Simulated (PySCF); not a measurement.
Cl2Si, charge +1, multiplicity 2. Atoms are numbered in the order given.

```xyz
3

Si     0.0000     0.0000     0.6689
Cl     0.0000     1.7236    -0.2754
Cl     0.0000    -1.7236    -0.2754
```
Charge +1, spin multiplicity 2.

Geometry: r2SCAN-D4/def2-TZVP. The spin state was assumed, not searched. The isomer is the one that the SMILES or the coordinates give; other isomers of the formula were not compared.

Method: B3LYP/def2-TZVPD in PySCF.

Mulliken values depend strongly on the basis, most of all with diffuse functions as here. Atomic charges (e):

```tsv
atom	meta-Löwdin	Mulliken	Mulliken spin
Si1	0.96	0.83	0.68
Cl2	0.02	0.09	0.16
Cl3	0.02	0.09	0.16
```
